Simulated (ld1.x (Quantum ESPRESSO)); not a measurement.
Pt (Z = 78), RRKJ: configuration errors across variants

Pt, norm-conserving RRKJ (Kleinman–Bylander form), made with ld1.x (Quantum ESPRESSO) 7.5 (LDA (PZ), fully relativistic). Core [Xe] 4f14, reference 5d9 6s0.75 6p0.25. Waves: 6s (bound): rc 2.35 bohr; 6p (bound): rc 3.85 bohr; 5d (bound): rc 1.30 bohr. Local part: all-electron potential smoothed inside 3.55 bohr (lloc = -2). Core correction: Bessel-smoothed model core, default radius (core density twice the valence density). rho0 = 0.005.

Open shells are filled in proportion to 2j + 1 (rel_dist='average').

All-electron excitation energies from the reference (eV): (1) 5d9 6s1 6p0 -1.247; (2) 5d9 6s0 6p0 8.312; (3) 5d8 6s0 6p0 28.587; (4) 5d8 6s1 6p1 5.303; (5) 5d8 6s1 6p0 10.196; (6) 5d9 6s0.5 6p0 2.621; (7) 5d9.5 6s0.5 6p0 -1.344.

2 further variants failed, have other tests or too few solved ones, and are left out.

A true bound ghost makes a file unfit for plane-wave use even where its test errors are small: the radial tests pick states by their node count and pass the ghost by.

Errors AE − PS in meV (a dash: test not solved or not reliable):

| change | (1) | (2) | (3) | (4) | (5) | (6) | (7) | bound ghosts |
| --- | --- | --- | --- | --- | --- | --- | --- | --- |
| base | -0.6 | -11 | -151 | -155 | -177 | -2.5 | -26 | s |
| wave 6p (bound): rc 3.85 bohr becomes 6p (bound): rc 3.84 bohr | -0.6 | -11 | -151 | -155 | -177 | -2.5 | -26 | s |
| wave 6p (bound): rc 3.85 bohr becomes 6p (bound): rc 5.14 bohr | -0.2 | -13 | -162 | -125 | -184 | -3.2 | -24 | s |
| wave 6p (bound): rc 3.85 bohr becomes 6p (bound): rc 5.60 bohr | -0.1 | -13 | -162 | -122 | -184 | -3.1 | -23 | s |

Give the same row for: wave 6p (bound): rc 3.85 bohr becomes 6p (bound): rc 4.30 bohr.

-0.5, -12, -155, -142, -180, -2.7, -25; bound ghosts: s.
